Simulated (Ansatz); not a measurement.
Computed with frozen-core CCSD(T)/cc-pVTZ // B3LYP-D3(BJ)/def2-TZVP (Ansatz, an electronic-structure program).

Ansatz 0.2 input:
```yaml
crystal:
  periodic: [false, false, false]
  atoms:
    - { symbol: Cl, position_ang: [1.717402, -0.781989, -0.130321] }
    - { symbol: Si, position_ang: [-0.004791, 0.180223, 0.470082] }
    - { symbol: Cl, position_ang: [-1.66217, -0.89463, -0.121583] }
    - { symbol: H, position_ang: [-0.05044, 1.496395, -0.218178] }
basis:
  gaussian: { orbitals: cc-pVTZ }
correlation:
  method: ccsd_t
magnetization:
  spin_polarized: true
  initial_magnetization: 1
```

Output:

```
Functional definition: HF
689 factors; integrals over basis functions are off by at most 9.3e-4 eV
mean field evaluation 1: about -32887.2838 eV, gradient 1.2e1 eV
mean field evaluation 2: about -32887.2946 eV, gradient 1.2e1 eV
mean field evaluation 4: about -32888.5398 eV, gradient 1.9e0 eV
mean field evaluation 8: about -32888.6049 eV, gradient 1.4e-3 eV
mean field evaluation 16: about -32888.5241 eV, gradient 1.9e0 eV
mean field -32888.60489174 eV, -1208.6339370743 hartree, gradient 1.2e-6 eV, S^2 0.755223; 0 other end points of the search recorded, 0 dependent functions left out
15 core orbitals not correlated
reference -32888.60489174 eV, -1208.6339370743 hartree; 10, 9 occupied and 91, 92 virtual orbitals, 689 factors
second order -12.81975293 eV of doubles, -0.00000000 eV of singles
cycle   1  -13.58524186 eV  change   -7.7e-1 eV  update   7.3e-2
cycle   2  -13.89322807 eV  change   -3.1e-1 eV  update   2.3e-2
cycle   3  -13.94802632 eV  change   -5.5e-2 eV  update   1.2e-2
cycle   4  -13.94095610 eV  change    7.1e-3 eV  update   4.5e-3
cycle   5  -13.94063598 eV  change    3.2e-4 eV  update   1.9e-3
cycle   6  -13.94111886 eV  change   -4.8e-4 eV  update   7.1e-4
cycle   7  -13.94125903 eV  change   -1.4e-4 eV  update   2.7e-4
cycle   8  -13.94131993 eV  change   -6.1e-5 eV  update   9.0e-5
cycle   9  -13.94130406 eV  change    1.6e-5 eV  update   3.7e-5
cycle  10  -13.94129423 eV  change    9.8e-6 eV  update   1.5e-5
perturbative correction -0.58748750 eV, -0.0215897675 hartree
Total energy: -32903.13367347 eV, -1209.1678599551 hartree
```

Cost: roughly 19 core-seconds.
